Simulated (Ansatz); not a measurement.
Reaction (formal exchange of groups at the Si–Si bond): `C[SiH2][SiH]1[CH2][AlH]1` + `C[S][AlH2]` → `C[SiH2]C[S][AlH2]` + `[CH2]1[AlH][SiH2]1`

Isolated molecules relaxed with PBE0-D4/def2-TZVP in Ansatz; ΔE leaves out vibrations. CBS: MP2 limit from def2 TZ/QZ plus the TZ coupled-cluster correction, frozen cores. Functionals use def2-TZVPP. B3LYP here is the variant with VWN-RPA as its local correlation; programs differ in this. Each species was taken in one conformer, which may not be the lowest.

`C[SiH2][SiH]1[CH2][AlH]1`:

Z-matrix (Å, degrees):
```
C
Si 1 1.879
H 1 1.092 2 110.7
H 1 1.092 2 110.6 3 -119.7
H 1 1.093 2 110.8 3 120.2
Si 2 2.326 1 113.8 3 56.7
H 2 1.495 1 109.4 3 -61.9
H 2 1.491 1 110.0 3 -179.3
Al 6 2.326 2 116.7 1 -133.3
C 6 1.941 2 111.6 1 -74.5
H 6 1.492 2 113.8 1 59.1
H 9 1.581 6 164.7 2 -79.8
H 10 1.090 6 118.3 2 16.4
H 10 1.096 6 112.3 2 144.8
```

`C[S][AlH2]`:

```xyz
8

C    -1.044   -0.723    0.548
S     0.522   -0.025    1.165
Al    1.350    0.908   -0.607
H    -1.030   -1.801    0.702
H    -1.188   -0.513   -0.511
H    -1.867   -0.291    1.115
H     0.512    0.808   -1.948
H     2.745    1.637   -0.464
```

`C[SiH2]C[S][AlH2]`:

Cartesian coordinates in Å:
```
C -1.441 1.687 -0.233
Si 0.399 1.409 -0.304
C 0.810 -0.407 0.028
S 0.037 -1.430 -1.306
Al 0.351 -2.818 0.346
H -1.833 1.451 0.759
H -1.679 2.731 -0.451
H -1.950 1.055 -0.963
H 1.099 2.224 0.730
H 0.955 1.747 -1.639
H 1.895 -0.544 0.061
H 0.395 -0.613 1.035
H -0.797 -2.974 1.425
H 1.760 -3.518 0.512
```

`[CH2]1[AlH][SiH2]1`:

```xyz
8

C     0.193   -0.688    0.575
Al    0.380   -0.506   -1.358
Si   -0.433    1.079    0.140
H    -0.647   -1.357    0.807
H     0.964   -0.814    1.334
H     0.876   -1.286   -2.641
H     0.494    2.146    0.610
H    -1.826    1.426    0.533
```

CCSD(T)/CBS gives +44.9 kJ/mol.

Problem. Another level gave +54.8 kJ/mol. Which?
A. PBE0/def2-TZVPP
B. B3LYP-D4/def2-TZVPP
C. CCSD/def2-TZVPP
D. SCS-MP2/def2-TZVPP

Solution. A. PBE0 54.8, B3LYP-D4 50.4, CCSD/def2-TZVPP 45.2, SCS-MP2/def2-TZVPP 40.5 kJ/mol.

Largest T1 diagnostic among the species: 0.013.

The D4 term adds −4.5 kJ/mol with B3LYP and −2.2 kJ/mol with PBE0; it sums over pairs of atoms, weighted by their polarisabilities, and B3LYP, whose exchange is more repulsive, gets the larger term. In def2-TZVPP, CCSD(T) changes the Hartree–Fock value by −6.3 kJ/mol (the triples alone add −0.1 kJ/mol) and MP2 by −13.0 kJ/mol.
